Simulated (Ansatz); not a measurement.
Geometry optimisation, RKS revPBE-D4/def2-SVP (Ansatz).

Input file:

```yaml
crystal:
  periodic: [false, false, false]
  atoms:
    - { symbol: C, position_ang: [-0.3143, -1.459, 0.5294] }
    - { symbol: C, position_ang: [0.3183, -0.1671, -0.0477] }
    - { symbol: O, position_ang: [0.9351, -0.4649, -1.2711] }
    - { symbol: C, position_ang: [-0.5942, 0.9683, -0.2611] }
    - { symbol: S, position_ang: [-1.6922, 0.8743, -1.2822] }
    - { symbol: Te, position_ang: [-0.5046, 2.7467, 0.8939] }
    - { symbol: H, position_ang: [-1.059, -1.8287, -0.2117] }
    - { symbol: H, position_ang: [-0.8612, -1.148, 1.4513] }
    - { symbol: H, position_ang: [0.4023, -2.1737, 0.7857] }
    - { symbol: H, position_ang: [1.0785, 0.181, 0.7211] }
    - { symbol: H, position_ang: [1.7692, -0.9903, -1.0062] }
    - { symbol: H, position_ang: [0.599, 3.406, -0.2676] }
basis:
  gaussian: { orbitals: def2-SVP }
hamiltonian:
  xc: revpbe
  dispersion: d4
relax:
  f_tol: 0.015
  max_steps: 40
```

Command:

```bash
$ ansatz run input.yaml --threads 2 --pin off --max-ram 3072MiB --backend cpu --events-out ev --progress --plain --runs-dir out
```

Q: Where does it end, and by what steps?

A: The forces met the threshold. After 34 steps the energy has fallen by 1.581 eV; H12 moved furthest, 2.26 Å.

```json
{"step": "0", "energy less start (eV)": "0.0000", "largest force component (eV/Å)": "5.377", "accepted": "yes"}
{"step": "2", "energy less start (eV)": "-0.8632", "largest force component (eV/Å)": "0.735", "accepted": "yes"}
{"step": "4", "energy less start (eV)": "-0.9458", "largest force component (eV/Å)": "0.266", "accepted": "yes"}
{"step": "6", "energy less start (eV)": "-1.0523", "largest force component (eV/Å)": "0.463", "accepted": "yes"}
{"step": "8", "energy less start (eV)": "-1.1784", "largest force component (eV/Å)": "0.446", "accepted": "yes"}
{"step": "10", "energy less start (eV)": "-1.2432", "largest force component (eV/Å)": "0.680", "accepted": "yes"}
{"step": "12", "energy less start (eV)": "-1.2959", "largest force component (eV/Å)": "0.121", "accepted": "yes"}
{"step": "14", "energy less start (eV)": "-1.3123", "largest force component (eV/Å)": "0.197", "accepted": "yes"}
{"step": "16", "energy less start (eV)": "-1.3159", "largest force component (eV/Å)": "0.845", "accepted": "no"}
{"step": "18", "energy less start (eV)": "-1.3262", "largest force component (eV/Å)": "0.706", "accepted": "yes"}
{"step": "20", "energy less start (eV)": "-1.3693", "largest force component (eV/Å)": "0.792", "accepted": "yes"}
{"step": "22", "energy less start (eV)": "-1.4559", "largest force component (eV/Å)": "1.107", "accepted": "yes"}
{"step": "24", "energy less start (eV)": "-1.5331", "largest force component (eV/Å)": "0.960", "accepted": "yes"}
{"step": "26", "energy less start (eV)": "-1.5567", "largest force component (eV/Å)": "0.668", "accepted": "no"}
{"step": "28", "energy less start (eV)": "-1.5769", "largest force component (eV/Å)": "0.115", "accepted": "yes"}
{"step": "30", "energy less start (eV)": "-1.5800", "largest force component (eV/Å)": "0.135", "accepted": "yes"}
{"step": "32", "energy less start (eV)": "-1.5810", "largest force component (eV/Å)": "0.020", "accepted": "yes"}
{"step": "34", "energy less start (eV)": "-1.5811", "largest force component (eV/Å)": "0.012", "accepted": "yes"}
```

```xyz
12
Properties=species:S:1:pos:R:3
C -0.006 -0.994 0.887
C 0.543 -0.138 -0.281
O 1.009 -0.958 -1.321
C -0.541 0.836 -0.755
S -1.369 0.596 -2.158
Te -1.038 2.494 0.480
H -0.896 -1.557 0.541
H -0.289 -0.380 1.764
H 0.777 -1.717 1.186
H 1.398 0.472 0.096
H 0.305 -0.927 -2.015
H 0.185 2.217 1.612
```

Whether the end is a true minimum wasn't checked by a vibrational analysis.

The run took 2.1 min on 2 threads of Arm Neoverse V1, with other jobs on the host, peak memory 0.18 GiB.
